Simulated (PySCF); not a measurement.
Molecule: `InChI=1S/C5H4FN/c6-5-3-1-2-4-7-5/h1-4H`.

Bonds (- single, = double, # triple, : aromatic): F1-C2 1.326 Å, C2:C3 1.396 Å, C3:C4 1.389 Å, C4:C5 1.396 Å, C5:C6 1.391 Å, C6:N7 1.334 Å, N7:C2 1.308 Å. C3 carries H8; C4 carries H9; C5 carries H10; C6 carries H11.

Spin–spin couplings on one PBE0-D3(BJ)/def2-SVP geometry, PySCF 2.14.0 with density-fitted response routines, gas phase, non-relativistic, equivalent pairs averaged (spin–dipole term only in couplings to heteroatoms); isotopes ¹³C, ¹⁹F; basis pcJ-1.

Reference values (Hz): ¹J(C2,F1) = 236.7 (measured; liquid or solution; F. J. Weigert, PhD thesis, Caltech 1968 (Carbon-13 magnetic resonance spectroscopy)); ³J(C6,F1) = 14.7 (measured; liquid or solution; F. J. Weigert, PhD thesis, Caltech 1968 (Carbon-13 magnetic resonance spectroscopy)); ³J(C4,F1) = 7.8 (measured; liquid or solution; F. J. Weigert, PhD thesis, Caltech 1968 (Carbon-13 magnetic resonance spectroscopy)); ²J(C3,F1) = 37.4 (measured; liquid or solution; F. J. Weigert, PhD thesis, Caltech 1968 (Carbon-13 magnetic resonance spectroscopy)).

Q: How do the couplings (Hz) change with the functional? Times are CPU seconds on 1 thread of an Arm Neoverse V1, shared host.

A: 
| functional | functions | ¹J(C2,F1) | ³J(C6,F1) | ³J(C4,F1) | ²J(C3,F1) | mean abs. error | core-s |
| --- | --- | --- | --- | --- | --- | --- | --- |
| LDA | 229 | -318.7 | 14.1 | 5.5 | 24.7 | 24.4 | 20 |
| PBE | 229 | -332.3 | 14.4 | 5.5 | 30.9 | 26.1 | 29 |
| KT2 | 229 | -343.5 | 8.9 | 3.1 | 22.6 | 33.0 | 29 |
| B3LYP | 229 | -305.0 | 12.7 | 4.8 | 36.1 | 18.6 | 31 |
| PBE0 | 229 | -302.7 | 10.9 | 3.6 | 36.5 | 18.7 | 34 |
| B97-2 | 229 | -294.8 | 11.9 | 4.7 | 32.8 | 17.1 | 34 |
| BHandHLYP | 229 | -269.3 | 5.3 | -1.2 | 49.1 | 15.1 | 40 |
| CAM-B3LYP | 229 | -293.6 | 11.5 | 3.5 | 37.8 | 16.2 | 48 |

Errors compare magnitudes, without vibrational corrections, and the largest couplings weigh most in the mean. Closest: BHandHLYP; furthest: KT2. Left out for a near triplet instability: HF/pcJ-1.
